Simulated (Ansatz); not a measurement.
The cluster Cu4Te2, relaxed as a singlet with RKS PBE-D4/def2-SVP in Ansatz, starting from the GFN1-xTB geometry. Force threshold 0.02 eV/Å.

In the def2 sets Te takes a core potential; there is no spin–orbit coupling. Another isomer (singlet) lies 0.91 eV lower at PBE0-D4/def2-TZVP; other spin states weren't run for this one.

Start:

Cartesian coordinates in Å:
```
Cu 1.2620 -0.3307 0.2449
Cu -0.3267 -1.8559 1.2675
Cu -1.0903 0.3695 0.6621
Cu -0.5781 -1.3249 -1.0397
Te 0.7369 2.1127 0.6420
Te -0.0037 1.0294 -1.7767
```

Question: Estimate the energy that the relaxation releases and the steps that it takes.

Answer: 7.0 kcal/mol, in 13 steps; 51 s on 4 threads of Arm Neoverse V2 on a shared host. No frequencies were taken in this run, so the end may be a saddle point.

Question: Does the start keep its bonding and symmetry?

Answer: Bonds lost: Cu3–Te6 (atoms count from 1). Point group Cs at the start, Cs at the end, both within 0.05 Å.

Question: Predict the relaxed structure.

Answer: 
Cartesian coordinates in Å:
```
Cu 1.1587 -0.2690 0.1840
Cu -0.3104 -2.0485 1.0939
Cu -0.9087 0.2302 1.2640
Cu -0.8351 -0.9537 -0.9326
Te 0.4044 2.2192 0.4917
Te 0.4912 0.8218 -2.1010
```
Bond lengths (bridged metal pairs left out): 4 × Cu–Cu 2.36 to 2.50 Å; 4 × Cu–Te 2.51 to 2.62 Å; 1 × Te–Te 2.95 Å.
